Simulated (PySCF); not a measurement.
# Basis-set dependence of excited states

Compound: BrClGaH.
SMILES: `[Cl][GaH][Br]`

TDDFT with PBE0 (PySCF), vertical singlets, core orbitals frozen in the response, spherical d and f functions. Isolated species at its PBE0-D3(BJ)/def2-SVP geometry, gas phase. The PBE0/6-31G* calculation is non-relativistic and has no spin–orbit coupling, an omission that weighs most on bromine and gallium.

```
      basis  functions  diffuse  S1 (eV)  S2 (eV)  S3 (eV)  S4 (eV)  S5 (eV)  LUMO (eV)  α (au)
     6-31G*         84       no     5.42     5.79     5.95     6.19     6.32      -1.86    49.9
   def2-SVP         87       no     5.48     5.83     6.04     6.32     6.46      -1.69    48.0
aug-cc-pVDZ        108      yes     5.44     5.81     5.95     6.13     6.26      -1.89    62.7
  def2-SVPD        114      yes     5.44     5.84     5.97     6.15     6.29      -1.90    63.6
  def2-TZVP        139       no     5.48     5.83     6.01     6.25     6.38      -1.81    57.9
 def2-TZVPD        166      yes     5.46     5.82     5.98     6.17     6.30      -1.85    64.3
aug-cc-pVTZ        191      yes     5.46     5.82     5.97     6.16     6.30      -1.86    64.1
```

Problem. How much do these states and the polarisability depend on the basis?

Solution. States are compared by their number. Against the largest diffuse basis here (aug-cc-pVTZ, itself not a converged limit), sets without diffuse functions differ by up to 0.04 eV in S1 and 0.16 eV in S5; the smaller diffuse sets differ by up to 0.02 and 0.04 eV. State by state, the largest deviation of a set without diffuse functions is S1 0.04, S2 0.03, S3 0.07, S4 0.16, S5 0.16 eV. The same number needn't mean the same state in each row. Against aug-cc-pVTZ the polarisability deviates by -22% in 6-31G*, -25% in def2-SVP, -2% in aug-cc-pVDZ, -1% in def2-SVPD, -10% in def2-TZVP, 0% in def2-TZVPD.
